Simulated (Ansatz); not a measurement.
Basis sets compared for `COc1ccc(-c2ccc(-c3ccc(-c4ccc(-c5ccc(-c6ccc(C(F)=C(F)F)cc6)cc5)cc4)cc3)cc2)cc1`. Charge 0, multiplicity 1. Geometry PBE-D4/def2-SVP. Ansatz on 2 threads of AMD EPYC 7R13 on a shared host and a share (18 GiB) of an NVIDIA H100 80GB HBM3; times are rough, and most runs start from earlier orbitals.

```xyz
70

C   -11.027    8.763    3.304
O    -9.728    8.780    3.866
C    -8.824    7.861    3.433
C    -7.541    7.926    4.021
C    -6.545    7.028    3.640
C    -6.782    6.029    2.663
C    -5.720    5.080    2.259
C    -6.020    3.749    1.889
C    -5.017    2.856    1.502
C    -3.658    3.247    1.464
C    -2.594    2.303    1.051
C    -2.846    1.274    0.113
C    -1.842    0.384   -0.278
C    -0.532    0.477    0.246
C     0.534   -0.463   -0.170
C     0.242   -1.807   -0.501
C     1.249   -2.695   -0.891
C     2.600   -2.285   -0.972
C     3.668   -3.226   -1.382
C     4.984   -3.111   -0.875
C     5.991   -4.000   -1.259
C     5.736   -5.051   -2.170
C     6.803   -5.995   -2.573
C     6.515   -7.342   -2.890
C     7.521   -8.235   -3.264
C     8.872   -7.818   -3.341
C     9.878   -8.803   -3.736
F     9.407  -10.020   -4.098
C    11.228   -8.674   -3.772
F    11.886   -7.570   -3.443
F    12.044   -9.645   -4.144
C     9.170   -6.468   -3.031
C     8.155   -5.585   -2.657
C     4.421   -5.167   -2.677
C     3.414   -4.277   -2.293
C     2.892   -0.941   -0.643
C     1.885   -0.053   -0.252
C    -0.279    1.506    1.183
C    -1.284    2.393    1.577
C    -3.357    4.578    1.836
C    -4.360    5.470    2.223
C    -8.070    5.978    2.090
C    -9.083    6.875    2.459
H   -11.552    7.800    3.498
H   -11.007    8.941    2.205
H   -11.590    9.582    3.789
H    -7.358    8.693    4.788
H    -5.562    7.082    4.131
H    -7.062    3.396    1.943
H    -5.288    1.818    1.259
H    -3.842    1.195   -0.349
H    -2.067   -0.379   -1.038
H    -0.792   -2.173   -0.412
H     0.988   -3.743   -1.101
H     5.211   -2.331   -0.133
H     6.992   -3.901   -0.813
H     5.480   -7.708   -2.811
H     7.269   -9.279   -3.493
H    10.201   -6.099   -3.096
H     8.416   -4.536   -2.453
H     4.193   -5.948   -3.417
H     2.413   -4.376   -2.740
H     3.925   -0.573   -0.733
H     2.146    0.995   -0.041
H     0.718    1.586    1.643
H    -1.059    3.154    2.339
H    -2.316    4.933    1.783
H    -4.090    6.509    2.467
H    -8.284    5.233    1.308
H   -10.066    6.803    1.974
```

Single mean-field runs in 6-31G, def2-SVP, def2-mTZVP are fitted with def2-universal-jkfit.

Binding counts from free atoms (C triplet, O triplet, F doublet, H doublet) in the same basis, without a counterpoise term.

```json
{"level": "HF/STO-3G", "functions": "242", "energy (Eh)": "-1842.3901", "HOMO (eV)": "-5.31", "LUMO (eV)": "4.62", "binding per atom (eV)": "4.39", "wall time": "8 s"}
{"level": "HF/6-31G", "functions": "441", "energy (Eh)": "-1865.0798", "HOMO (eV)": "-7.19", "LUMO (eV)": "1.46", "binding per atom (eV)": "3.63", "wall time": "7 s"}
{"level": "r2SCAN-D4/def2-SVP (with forces)", "functions": "737", "energy (Eh)": "-1874.7964", "HOMO (eV)": "-5.14", "LUMO (eV)": "-2.49", "binding per atom (eV)": "5.38", "wall time": "12 s"}
```

Problem. Estimate the rows for r2SCAN-D4/def2-mTZVP.

Solution. 
```tsv
level	functions	energy (Eh)	HOMO (eV)	LUMO (eV)	binding per atom (eV)	wall time
r2SCAN-D4/def2-mTZVP	903	-1876.7210	-5.13	-2.51	5.26	11 s
```
